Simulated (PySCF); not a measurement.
SiH3Cl, SMILES Cl[SiH3].

Coordinates come from a B3LYP-D3(BJ)/def2-TZVP optimisation. The isomer is the one that the SMILES or the coordinates give; other isomers of the formula were not compared.

Calculation: PBE0/def2-TZVPD (PySCF).

Symmetry labels are those of the subgroup Cs that the program uses (full group C3v).

Computed valence orbital energies around the gap with their symmetry:
```csv
orbital,symmetry,energy (eV)
HOMO−7,A',-100.55
HOMO−6,A',-23.17
HOMO−5,A',-15.46
HOMO−4,A',-11.10
HOMO−3,A',-10.86
HOMO−2,A",-10.86
HOMO−1,A',-9.06
HOMO,A",-9.06
LUMO,A',-0.37
LUMO+1,A',0.27
LUMO+2,A',0.86
LUMO+3,A",0.86
```
